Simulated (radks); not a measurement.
Q: The table gives one normalised radial function P(r) = r R(r) of B3+ in [He] 2s(up 0, down 0) (r in bohr). Method: non-relativistic Kohn-Sham, PBEsol, spin-polarised, spherical densities, point nucleus; computed with a radial shooting solver on a logarithmic mesh with Libxc functionals.

| r | P |
|---|---|
| 0.01171 | 0.2306 |
| 0.01374 | 0.2679 |
| 0.016 | 0.3084 |
| 0.01863 | 0.3544 |
| 0.02169 | 0.4063 |
| 0.02545 | 0.4679 |
| 0.02963 | 0.5335 |
| 0.03449 | 0.6062 |
| 0.04015 | 0.6861 |
| 0.04712 | 0.7777 |
| 0.05485 | 0.8713 |
| 0.06386 | 0.9701 |
| 0.07494 | 1.0778 |
| 0.08724 | 1.1810 |
| 0.1016 | 1.2816 |
| 0.1182 | 1.3754 |
| 0.1387 | 1.4610 |
| 0.1615 | 1.5237 |
| 0.188 | 1.5621 |
| 0.2189 | 1.5701 |
| 0.2569 | 1.5402 |
| 0.2991 | 1.4722 |
| 0.3482 | 1.3650 |
| 0.4053 | 1.2223 |
| 0.4756 | 1.0416 |
| 0.5537 | 0.8529 |
| 0.6446 | 0.6617 |
| 0.7564 | 0.4735 |
| 0.8806 | 0.3199 |
| 1.025 | 0.1985 |
| 1.193 | 0.1116 |

Which n and l does it have? It may be an empty orbital.

A: n = 1, l = 0: the number of nodes gives n - l - 1 = 0, the rise at small r (about r^(l+1)) gives l, and the extent must fit the shell. The curve is that of 1s. 1s: eigenvalue -230.10 eV, 0 radial nodes, <r> = 0.327 bohr, 90 % of the charge inside 0.588 bohr.
